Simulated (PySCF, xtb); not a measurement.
Cl3Ge, SMILES [Ge]([Cl])([Cl])[Cl], multiplicity 2.

Harmonic wavenumbers (cm⁻¹) from GFN2-xTB in xtb at its own minimum, in rising order: 106, 106, 129, 300, 300, 300.

Q: What does B3LYP-D3(BJ)/def2-SVP run with PySCF 2.14.0 give at its own minimum? (An estimate is asked for; the answer gives what the named calculation found.)

A: 126, 126, 156, 365, 408, 408. Paired by order, the mean absolute difference is 58 cm⁻¹ and the zero-point energies are 1.8 and 2.3 kcal/mol.
